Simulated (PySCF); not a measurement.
Species: C4H14NPSi2.
SMILES with atom numbers: `[PH2:1][Si@@H:2]1[CH2:3][CH2:4][CH2:5][NH:6][SiH2:7][CH2:8]1`

Cartesian coordinates in Å at the GFN2-xTB level; atoms count from 1:
```xyz
22
C4H14NPSi2 angstrom
P      3.3024   -1.2667    0.0971
Si     1.2539   -0.3959    0.4777
C      0.0231   -1.4079   -0.5746
C     -1.3594   -1.5726    0.0510
C     -1.9488   -0.2641    0.5907
N     -1.8469    0.8473   -0.3198
Si    -0.6835    2.0955   -0.1652
C      1.1122    1.4407   -0.0197
H      3.9749   -0.2130    0.6826
H      3.4391   -0.7204   -1.1653
H      1.0287   -0.5944    1.9219
H      0.4299   -2.3995   -0.7827
H     -0.0864   -0.9103   -1.5405
H     -1.3051   -2.2807    0.8797
H     -2.0415   -1.9905   -0.6962
H     -3.0037   -0.4327    0.8471
H     -1.4270    0.0173    1.5061
H     -2.3335    0.6888   -1.1865
H     -0.8442    2.9087   -1.3711
H     -0.9810    2.8474    1.0612
H      1.6148    1.5680   -0.9802
H      1.6716    2.0542    0.6857
```

NICS = −σ at a ghost point: NICS(0) at the centroid of the ring atoms, NICS(1) 1 Å to either side along the normal of their mean plane, zz for the tensor component along that normal. Level: GIAO PBE0/pcSseg-1 (PySCF, non-relativistic, gas phase) on the GFN2-xTB geometry, one conformer.

Ring bond lengths (Å), with Mayer bond orders in brackets: Si2–C3 1.910 (0.89), C3–C4 1.526 (1.04), C4–C5 1.533 (1.04), C5–N6 1.440 (0.96), N6–Si7 1.713 (1.01), Si7–C8 1.917 (0.85), C8–Si2 1.908 (0.90).

Problem. What do the NICS probes read (ppm)?

Solution. 
```
                  ring                                                      type  NICS(0)  NICS(1), two faces  NICS(1)zz, two faces  rms pucker (Å)  centre to ring atoms, mean (Å)
Si2–C3–C4–C5–N6–Si7–C8  7-membered ring with N and 2 Si; formal bonds all single     -2.3         -2.4 / -2.6             4.4 / 2.5            0.38                            1.82
```

Problem. What do they say, and how far can they be read as aromaticity?

Solution. 
- Si2–C3–C4–C5–N6–Si7–C8: mean NICS(1)zz 3.4 ppm, deshielded. Si2, C3, C4, C5, Si7, C8 have four or more neighbours; no verdict on aromaticity is drawn.

Problem. List the ring angles and the Hirshfeld charges of the ring atoms.

Solution. 
- Si2–C3–C4–C5–N6–Si7–C8: Si2 108.6° (+0.311 e), C3 114.5° (-0.163 e), C4 113.6° (-0.074 e), C5 114.1° (-0.021 e), N6 123.6° (-0.241 e), Si7 113.2° (+0.365 e), C8 114.7° (-0.258 e); sum 802.3° against 900° for a flat convex ring.
